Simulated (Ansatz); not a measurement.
`C=NBI`, one more setting.

```yaml
crystal:
  periodic: [false, false, false]
  atoms:
    - {symbol: C, position_ang: [-0.322376, 1.184401, 0.572457]}
    - {symbol: N, position_ang: [-0.009627, 0.159638, -0.052570]}
    - {symbol: B, position_ang: [0.328905, -0.955803, -0.725503]}
    - {symbol: I, position_ang: [0.412925, -2.828007, 0.326096]}
    - {symbol: H, position_ang: [-1.365603, 1.501422, 0.660527]}
    - {symbol: H, position_ang: [0.433523, 1.806821, 1.060091]}
    - {symbol: H, position_ang: [0.583452, -0.936573, -1.886897]}
basis:
  gaussian: {orbitals: def2-SVP, point_charges: [{charge: 0.50, position_ang: [4.067, 0.713, 0.743]}]}
hamiltonian: {xc: {name: r2SCANh}}
accuracy: high
output: {forces: true}
```

```sh
$ ansatz run in.yaml --threads 2 --pin off --events-out ev --progress --plain --max-ram 4352MiB
```

It prints (some lines left out):

```
Functional definition: r2SCANh
1980 factors; integrals over basis functions are off by at most 3.4e-9 eV
mean field evaluation 1: about -11347.3088 eV, gradient 4.3e1 eV
mean field evaluation 2: about -11337.3273 eV, gradient 7.5e1 eV
mean field evaluation 4: about -11351.8835 eV, gradient 4.7e0 eV
mean field evaluation 8: about -11352.0161 eV, gradient 1.1e-1 eV
mean field evaluation 16: about -11352.0162 eV, gradient 8.5e-6 eV
mean field -11352.01616828 eV, -417.1788995113 hartree, gradient 3.4e-8 eV, S^2 0.000000; 0 other end points of the search recorded, 0 dependent functions left out
reference -11352.01616887 eV, -417.1788995332 hartree; 23, 23 occupied and 60, 60 virtual orbitals, 1980 factors
Total energy: -11352.01616887 eV, -417.1788995332 hartree
Atom 0 at    -0.322376     1.184401     0.572457 Å, force    -0.184788     0.143404     0.066067 eV/Å
Atom 1 at    -0.009627     0.159638    -0.052570 Å, force     0.208072    -0.167261    -0.096421 eV/Å
Atom 2 at     0.328905    -0.955803    -0.725503 Å, force    -0.067927    -0.230369     0.027565 eV/Å
Atom 3 at     0.412925    -2.828007     0.326096 Å, force     0.053191    -0.080965     0.062804 eV/Å
Atom 4 at    -1.365603     1.501422     0.660527 Å, force    -0.263975     0.134690     0.057218 eV/Å
Atom 5 at     0.433523     1.806821     1.060091 Å, force     0.168808     0.248064     0.182997 eV/Å
Atom 6 at     0.583452    -0.936573    -1.886897 Å, force     0.084086     0.004529    -0.287903 eV/Å
Dipole moment:    -0.242375     0.606028     0.124064 e Å
```

Hardware: 2 threads of an Arm Neoverse V1 on a shared host. Wall time 10 s, peak host memory 0.34 GiB.
